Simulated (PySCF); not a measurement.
PySCF job for C3H8OSi2, SMILES O[Si@@H]1CC=C[SiH2]1, TDDFT-B3LYP/def2-SVPD. The structure is a stationary point at B3LYP-D3(BJ)/def2-SVP. The structure was generated by enumeration; whether it is a known compound was not checked. Other conformers were not sampled.

```python
import numpy as np
from pyscf import gto, scf, dft, tdscf

mol = gto.M(
    atom='''
    O    -2.29465825   -0.43288149    0.36944895
    Si   -0.92992026   -0.32227892   -0.60244686
    C     0.42429925   -1.58665614   -0.13050391
    C     1.55692815   -0.90930567    0.61165855
    C     1.72273726    0.42754716    0.69434368
    Si    0.44530378    1.52811444   -0.14628850
    H    -2.23451131   -0.03057888    1.24341445
    H    -1.41954518   -0.54351510   -1.98793921
    H    -0.00317009   -2.40942418    0.47065387
    H     0.81651747   -2.07058485   -1.04552486
    H     2.28878721   -1.57312251    1.09381377
    H     2.58993091    0.81346261    1.24247082
    H    -0.12079417    2.55221946    0.78622923
    H     1.00089366    2.25338604   -1.32940452
    ''',
    basis='def2-SVPD',
    charge=0,
    spin=0,
    max_memory=1600,
    verbose=4,
)
mf = dft.RKS(mol, xc='b3lyp').density_fit(auxbasis='def2-universal-jkfit')
mf.grids.level = 3
mf.conv_tol = 1e-9
mf.max_cycle = 100
mf.kernel()
mf.grids = dft.Grids(mol).set(level=1).build(with_non0tab=True)  # coarser grid for the response kernel
td = tdscf.TDDFT(mf)
td.singlet = True
td.nstates = 10
td.conv_tol = 1e-4
td.positive_eig_threshold = 1e-6
td.kernel(x0=td.get_init_guess(mf, 15))
td.analyze()
tt = tdscf.TDA(mf)
tt.singlet = False
tt.nstates = 4
tt.conv_tol = 1e-4
tt.positive_eig_threshold = 1e-6
tt.kernel(x0=tt.get_init_guess(mf, 9))
tt.analyze(verbose=3)
```

Program output:

```
PySCF version 2.14.0

[INPUT] verbose = 4
[INPUT] num. atoms = 14
[INPUT] num. electrons = 62
[INPUT] charge = 0
[INPUT] spin (= nelec alpha-beta = 2S) = 0
[INPUT] symmetry False subgroup None
[INPUT] Mole.unit = angstrom
[INPUT] Symbol           X                Y                Z      unit          X                Y                Z       unit  Magmom
[INPUT]  1 O     -2.294658250000  -0.432881490000   0.369448950000 AA   -4.336275641974  -0.818027460494   0.698157332508 Bohr   0.0
[INPUT]  2 Si    -0.929920260000  -0.322278920000  -0.602446860000 AA   -1.757294609084  -0.609018894521  -1.138459570004 Bohr   0.0
[INPUT]  3 C      0.424299250000  -1.586656140000  -0.130503910000 AA    0.801809377358  -2.998345558460  -0.246616648085 Bohr   0.0
[INPUT]  4 C      1.556928150000  -0.909305670000   0.611658550000 AA    2.942167799126  -1.718338679814   1.155867141249 Bohr   0.0
[INPUT]  5 C      1.722737260000   0.427547160000   0.694343680000 AA    3.255501605984   0.807947037736   1.312119391523 Bohr   0.0
[INPUT]  6 Si     0.445303780000   1.528114440000  -0.146288500000 AA    0.841502186434   2.887717778593  -0.276445200173 Bohr   0.0
[INPUT]  7 H     -2.234511310000  -0.030578880000   1.243414450000 AA   -4.222614398143  -0.057785708396   2.349712769827 Bohr   0.0
[INPUT]  8 H     -1.419545180000  -0.543515100000  -1.987939210000 AA   -2.682551611646  -1.027094683566  -3.756660659184 Bohr   0.0
[INPUT]  9 H     -0.003170090000  -2.409424180000   0.470653870000 AA   -0.005990601890  -4.553151818105   0.889406913767 Bohr   0.0
[INPUT] 10 H      0.816517470000  -2.070584850000  -1.045524860000 AA    1.542994394223  -3.912838284174  -1.975755641824 Bohr   0.0
[INPUT] 11 H      2.288787210000  -1.573122510000   1.093813770000 AA    4.325180984307  -2.972770704288   2.067008456578 Bohr   0.0
[INPUT] 12 H      2.589930910000   0.813462610000   1.242470820000 AA    4.894260101446   1.537221545474   2.347929567564 Bohr   0.0
[INPUT] 13 H     -0.120794170000   2.552219460000   0.786229230000 AA   -0.228267898744   4.822995789185   1.485757915828 Bohr   0.0
[INPUT] 14 H      1.000893660000   2.253386040000  -1.329404520000 AA    1.891414897214   4.258282468518  -2.512210451559 Bohr   0.0

nuclear repulsion = 353.698752576968
number of shells = 85
number of NR pGTOs = 287
number of NR cGTOs = 195
basis = def2-SVPD
ecp = {}


[settings echo left out]
init E= -773.433145357086
  HOMO = -0.28796465461803  LUMO = -0.0940027447109197  gap/eV = 5.27797
cycle= 1 E= -772.968344325234  delta_E= 0.465  |g|= 0.787  |ddm|=  5.5
  HOMO = -0.157916875506825  LUMO = -0.00579452286457194  gap/eV = 4.13946
cycle= 2 E= -772.689213102376  delta_E= 0.279  |g|=  1.4  |ddm|= 2.23
  HOMO = -0.257605310293551  LUMO = -0.0268990529606139  gap/eV = 6.27784
cycle= 3 E= -773.092767241846  delta_E= -0.404  |g|= 0.143  |ddm|= 1.44
  HOMO = -0.265155660690707  LUMO = -0.0341012205204443  gap/eV = 6.28731
cycle= 4 E= -773.096777089275  delta_E= -0.00401  |g|= 0.0623  |ddm|= 0.27
  HOMO = -0.262868379020596  LUMO = -0.029466093392438  gap/eV = 6.35120
cycle= 5 E= -773.0978300812  delta_E= -0.00105  |g|= 0.00951  |ddm|=  0.1
  HOMO = -0.263289696422015  LUMO = -0.0299912323325016  gap/eV = 6.34837
cycle= 6 E= -773.097858545857  delta_E= -2.85e-05  |g|= 0.00289  |ddm|= 0.025
  HOMO = -0.263128594188049  LUMO = -0.029855550928449  gap/eV = 6.34768
cycle= 7 E= -773.097860415539  delta_E= -1.87e-06  |g|= 0.00141  |ddm|= 0.00684
  HOMO = -0.263118738592957  LUMO = -0.0298179595302908  gap/eV = 6.34844
cycle= 8 E= -773.097860930266  delta_E= -5.15e-07  |g|= 0.000395  |ddm|= 0.00257
  HOMO = -0.263143757905498  LUMO = -0.0298395154963922  gap/eV = 6.34853
cycle= 9 E= -773.097860974553  delta_E= -4.43e-08  |g|= 6.56e-05  |ddm|= 0.000772
  HOMO = -0.263144601232612  LUMO = -0.0298363306063201  gap/eV = 6.34864
cycle= 10 E= -773.097860975488  delta_E= -9.35e-10  |g|= 2.81e-05  |ddm|= 0.000149
  HOMO = -0.263142736949697  LUMO = -0.029839319858044  gap/eV = 6.34851
Extra cycle  E= -773.097860975322  delta_E= 1.65e-10  |g|= 3.82e-05  |ddm|= 0.000118
converged SCF energy = -773.097860975322
tot grids = 53320
Overwritten attributes  positive_eig_threshold  of <class 'pyscf.tdscf.rks.TDDFT'>


******** <class 'pyscf.tdscf.rks.TDDFT'> for <class 'pyscf.df.df_jk.DFRKS'> ********
nstates = 10 singlet
deg_eia_thresh = 1.000e-03
wfnsym = None
conv_tol = 0.0001
eigh lindep = 1e-12
eigh level_shift = 0
eigh max_cycle = 100


Excitation energies (eV)
[5.2874206  5.88631784 5.90763203 6.37560598 6.47341042 6.59762138
 6.71893772 6.84995321 6.96422812 7.04335788]

** Singlet excitation energies and oscillator strengths **
Excited State   1:      5.28742 eV    234.49 nm  f=0.0060
      31 -> 32       -0.70070
Excited State   2:      5.88632 eV    210.63 nm  f=0.0090
      30 -> 32        0.19368
      31 -> 33       -0.66903
Excited State   3:      5.90763 eV    209.87 nm  f=0.0280
      30 -> 32       -0.59928
      30 -> 33       -0.27971
      31 -> 33       -0.20218
Excited State   4:      6.37561 eV    194.47 nm  f=0.0275
      30 -> 33        0.17994
      31 -> 34       -0.66953
Excited State   5:      6.47341 eV    191.53 nm  f=0.0035
      30 -> 33       -0.20766
      30 -> 34        0.66597
Excited State   6:      6.59762 eV    187.92 nm  f=0.0256
      29 -> 32        0.47277
      30 -> 32        0.14019
      30 -> 33       -0.41384
      30 -> 34       -0.17372
      31 -> 35        0.10851
      31 -> 36        0.12452
Excited State   7:      6.71894 eV    184.53 nm  f=0.0623
      29 -> 32       -0.50406
      30 -> 32        0.16004
      30 -> 33       -0.31826
      30 -> 34       -0.11076
      30 -> 35       -0.10376
      31 -> 34       -0.10753
      31 -> 35        0.18228
      31 -> 36        0.15466
Excited State   8:      6.84995 eV    181.00 nm  f=0.0329
      28 -> 32        0.16856
      31 -> 35        0.61072
      31 -> 36       -0.25242
Excited State   9:      6.96423 eV    178.03 nm  f=0.0147
      28 -> 32       -0.49806
      28 -> 33        0.14752
      29 -> 33        0.22517
      30 -> 35       -0.32741
      31 -> 35        0.11553
      31 -> 36       -0.15014
Excited State  10:      7.04336 eV    176.03 nm  f=0.0007
      28 -> 32        0.30020
      29 -> 33       -0.16982
      30 -> 35       -0.55167
      30 -> 36       -0.23186

** Transition electric dipole moments (AU) **
state          X           Y           Z        Dip. S.      Osc.
  1        -0.0008      0.0488      0.2104      0.0466      0.0060
  2        -0.1902      0.1303      0.0963      0.0624      0.0090
  3         0.0445     -0.4051      0.1648      0.1933      0.0280
  4        -0.1304      0.3875     -0.0959      0.1764      0.0275
  5         0.0462      0.1302     -0.0549      0.0221      0.0035
  6        -0.0810      0.3854     -0.0592      0.1586      0.0256
  7        -0.2889      0.5412      0.0489      0.3787      0.0623
  8         0.2300     -0.3085      0.2191      0.1961      0.0329
  9         0.1509     -0.1899      0.1656      0.0862      0.0147
 10         0.0300      0.0541     -0.0005      0.0038      0.0007

** Transition velocity dipole moments (imaginary part, AU) **
state          X           Y           Z        Dip. S.      Osc.
  1        -0.0014      0.0117      0.0426      0.0020      0.0067
  2        -0.0422      0.0306      0.0223      0.0032      0.0099
  3         0.0073     -0.0841      0.0375      0.0085      0.0262
  4        -0.0320      0.0997     -0.0250      0.0116      0.0330
  5         0.0132      0.0294     -0.0187      0.0014      0.0039
  6        -0.0224      0.0893     -0.0171      0.0088      0.0241
  7        -0.0756      0.1290      0.0154      0.0226      0.0610
  8         0.0624     -0.0798      0.0581      0.0136      0.0361
  9         0.0419     -0.0466      0.0426      0.0057      0.0150
 10         0.0108      0.0164     -0.0009      0.0004      0.0010

** Transition magnetic dipole moments (imaginary part, AU) **
state          X           Y           Z
  1        -0.1011      0.2982     -0.2482
  2        -0.5095     -0.4431     -0.7231
  3        -0.7040     -0.2289      0.5380
  4        -0.4397     -0.1993      0.4667
  5         0.0556     -0.8949     -0.4504
  6         0.6948     -0.1239     -1.1518
  7         0.4160      0.0670     -1.0341
  8        -0.2497     -0.0224      0.5571
  9        -0.5509     -0.6178      0.3196
 10        -0.1945      0.6144      0.5963
Overwritten attributes  positive_eig_threshold  of <class 'pyscf.tdscf.rks.TDA'>


******** <class 'pyscf.tdscf.rks.TDA'> for <class 'pyscf.df.df_jk.DFRKS'> ********
nstates = 4 triplet
deg_eia_thresh = 1.000e-03
wfnsym = None
conv_tol = 0.0001
eigh lindep = 1e-12
eigh level_shift = 0
eigh max_cycle = 100


Excitation energies (eV)
[4.16634962 4.93889988 5.55389009 5.88217594]

** Triplet excitation energies and oscillator strengths **
Excited State   1:      4.16635 eV    297.58 nm  f=0.0000
Excited State   2:      4.93890 eV    251.04 nm  f=0.0000
Excited State   3:      5.55389 eV    223.24 nm  f=0.0000
Excited State   4:      5.88218 eV    210.78 nm  f=0.0000
```

The calculation finished and met its thresholds.

Cost: very roughly 9 core-minutes.
